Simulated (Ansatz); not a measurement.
Z-matrix (Å, degrees):
```
C
C 1 1.524
H 1 1.093 2 111.9
H 1 1.093 2 111.2 3 119.7
H 1 1.093 2 111.9 3 -120.5
Ga 2 1.956 1 114.8 3 60.2
H 2 1.094 1 111.3 3 -178.6
H 2 1.094 1 111.3 3 -61.0
F 6 1.754 2 120.7 1 180.0
O 6 1.780 2 129.4 1 -0.0
H 10 0.959 6 114.2 2 0.0
```

Charge 0, multiplicity 1.

List the CAM-B3LYP/def2-TZVPP orbital energies in eV (Ansatz 0.2.0). (Best estimate.)

Ansatz gave: Occupied: -10139.81, -1251.38, -1108.71, -1108.57, -1108.56, -671.96, -522.29, -279.27, -279.13, -151.86, -105.40, -105.10, -105.05, -32.60, -28.99, -25.17, -25.10, -25.05, -24.92, -24.70, -23.23, -19.32, -15.58, -14.51, -14.11, -13.42, -12.48, -12.29, -12.07, -11.79, -11.69, -10.59, -9.76. Lowest empty: 0.36, 0.53, 1.73, 2.25, 3.34, 3.51, 3.72, 3.84.
